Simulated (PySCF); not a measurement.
C2H6BFO2, SMILES COB(O)CF.

Geometry: r2SCAN-D4/def2-SVP. The structure was generated by enumeration, and PubChem lists no compound with its InChIKey, so it may never have been made. One conformer was computed; it need not be the lowest.

Two levels are set side by side: TDA-PBE/def2-SVPD (PySCF) and TDA-CAM-B3LYP/def2-SVPD (PySCF). Vertical, same geometry. The lowest singlet is HOMO→LUMO 100 % with PBE and HOMO→LUMO 90 % with the other functional; states are paired by order. Differences are taken from unrounded values.

```
quantity                               TDA-CAM-B3LYP  TDA-PBE  TDA-PBE minus TDA-CAM-B3LYP
-------------------------------------  -------------  -------  ---------------------------
lowest singlet excitation (eV)                  8.02     6.75                        -1.28
lowest triplet excitation (TDA) (eV)            7.75     6.67                        -1.08
first bright state (f over 0.05) (eV)           9.05     7.99                        -1.07
its oscillator strength                         0.13     0.10                        -0.04
```

Functionals without exact exchange tend to place singlet excitations lower, as here. Differences between two approximate levels are no errors against the true value.

Rough cost on one machine, each run with all the roots and properties that it gave: TDA-CAM-B3LYP against TDA-PBE about 5 times.
